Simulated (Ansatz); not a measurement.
Consider the ligand exchange at the Al–O bond: `C[O][Al]([OH])[SH]` + CH₃NH₂ → `C[NH][Al]([OH])[SH]` + CH₃OH.

Calculated with Ansatz (gas phase, PBE0-D4/def2-TZVP geometries, no zero-point term in ΔE). CBS: MP2 limit from def2 TZ/QZ plus the TZ coupled-cluster correction, frozen cores. This one scheme is used for every species. DFT in def2-TZVPP. B3LYP here is the variant with VWN-RPA as its local correlation; programs differ in this. Each species was taken in one conformer, which may not be the lowest.

| level | ΔE (kJ/mol) |
| --- | --- |
| LDA (SPW92) | 37.2 |
| PBE-D4 | 38.8 |
| r2SCAN-D4 | 43.2 |
| r2SCAN0-D4 | 43.0 |
| BHLYP-D4 | 45.1 |
| PBE-QIDH | 41.6 |
| B3LYP | 45.5 |
| CCSD/CBS(def2) | 42.2 |

Problem. What does CCSD(T)/CBS give? (An estimate is asked.)

Solution. The calculation gave: +41.1 kJ/mol. The listed levels differ from it by -3.9, -2.3, 2.1, 1.9, 4.0, 0.5, 4.4, 1.1 kJ/mol.

Problem. What do rigid-rotor, harmonic-oscillator terms from PBE0-D4/def2-TZVP frequencies (298.15 K, 1 bar) make of the CCSD(T)/CBS value? (Estimate.)

Solution. Computed: ΔZPE = -1.6 kJ/mol, ΔH = +39.6 kJ/mol, ΔS = -4 J/(mol·K), ΔG = +40.9 kJ/mol.

Largest T1 diagnostic among the species: 0.012.

In def2-TZVPP, CCSD(T) changes the Hartree–Fock value by −8.2 kJ/mol (the triples alone add −1.1 kJ/mol) and MP2 by −8.2 kJ/mol. Leaving LDA and LC-ωPBE aside and taking each functional with its dispersion term where it has one, the values, not all of them listed here, spread over 6.8 kJ/mol, from revPBE-D4 to BHLYP-D4.
